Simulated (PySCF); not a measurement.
In(Br)(OH)(NH2), SMILES [NH2][In]([OH])[Br], PBE0/def2-SVP optimised geometry.

```
7

In    -0.23     0.22     0.00
Br    -1.50    -1.91     0.24
O     -1.28     1.91     0.00
H     -2.22     1.73     0.07
N      1.79     0.22     0.00
H      2.22     1.01    -0.47
H      2.22    -0.64    -0.33
```

Density from PySCF with PBE0/def2-TZVP, def2 effective core potentials past Kr at that geometry. The core electrons that the potentials of In replace are not part of the density.

Minimum of the electron density along straight lines between bonded atoms, close to the bond critical point (lines longer than 1.1 times the sum of covalent radii, or with two minima, are not listed):

| bond | length / Å | ρ at the minimum / e bohr⁻³ | ∇²ρ there / e bohr⁻⁵ | position (fraction from the first atom) |
|---|---|---|---|---|
| In1–Br2 | 2.487 | 0.073 | 0.14 | 0.47 |
| In1–O3 | 1.988 | 0.115 | 0.49 | 0.52 |
| O3–H4 | 0.965 | 0.356 | -2.37 | 0.80 |
| In1–N5 | 2.017 | 0.117 | 0.38 | 0.52 |
| N5–H6 | 1.017 | 0.330 | -1.58 | 0.74 |
| N5–H7 | 1.017 | 0.330 | -1.59 | 0.74 |
